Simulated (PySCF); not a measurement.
Spinor energies of Ar²⁺ (argon, charge +2)

Start: [Ne] 3s2 3p4; 3p1/2 filled at m_j = +1/2; 3p3/2 filled at m_j = -1/2, +1/2, +3/2. Calculated with PySCF 2.14 in x2c-SVPall-2c with one added diffuse shell each of s, p type (5s5p1d, 25 functions): generalised Hartree-Fock with the X2C-1e Hamiltonian and a Gaussian nucleus; one run each with spin-orbit coupling (SO) switched off, then screened by Boettger's factors. This is a chosen level, not necessarily the ground level.

```json
{"spinor shell": "1s1/2", "electrons": "2", "ε, spin-free (eV)": "-3269.7", "ε, screened SO (eV)": "-3269.7", "weight of nominal j (screened SO)": "1.000", "rms radius, screened SO (bohr)": "0.0993"}
{"spinor shell": "2s1/2", "electrons": "2", "ε, spin-free (eV)": "-367.65", "ε, screened SO (eV)": "-367.62", "weight of nominal j (screened SO)": "1.000", "rms radius, screened SO (bohr)": "0.446"}
{"spinor shell": "2p1/2", "electrons": "2", "ε, spin-free (eV)": "-290.64", "ε, screened SO (eV)": "-292.58", "weight of nominal j (screened SO)": "0.943", "rms radius, screened SO (bohr)": "0.415"}
{"spinor shell": "2p3/2", "electrons": "4", "ε, spin-free (eV)": "-290.64", "ε, screened SO (eV)": "-289.64", "weight of nominal j (screened SO)": "0.971", "rms radius, screened SO (bohr)": "0.417"}
{"spinor shell": "3s1/2", "electrons": "2", "ε, spin-free (eV)": "-59.962", "ε, screened SO (eV)": "-59.952", "weight of nominal j (screened SO)": "1.000", "rms radius, screened SO (bohr)": "1.44"}
{"spinor shell": "3p3/2", "electrons": "3", "ε, spin-free (eV)": "-42.709", "ε, screened SO (eV)": "-43.559", "weight of nominal j (screened SO)": "0.646", "rms radius, screened SO (bohr)": "1.61"}
{"spinor shell": "3p1/2", "electrons": "1", "ε, spin-free (eV)": "-42.709", "ε, screened SO (eV)": "-40.205", "weight of nominal j (screened SO)": "0.657", "rms radius, screened SO (bohr)": "1.64"}
```

```
   quantity   spin-free  screened SO
E (hartree)  -526.89732   -526.90107
        M_J           2            2
       ⟨J²⟩       6.007        6.008
       ⟨L²⟩       2.004        2.018
       ⟨S²⟩       2.002        1.996
```

Each row is a mean over spinors that exchange with the open shell spreads, by up to 7.873 eV (3s1/2).

Rows whose weight is well below 1 are mixtures of j = l ± 1/2: exchange outweighs spin-orbit coupling there, and the label is only the starting occupation.

Without spin-orbit coupling the j labels of p, d and f shells carry no meaning; the spin-free column gives the mean over the occupied spinors of each nl shell.
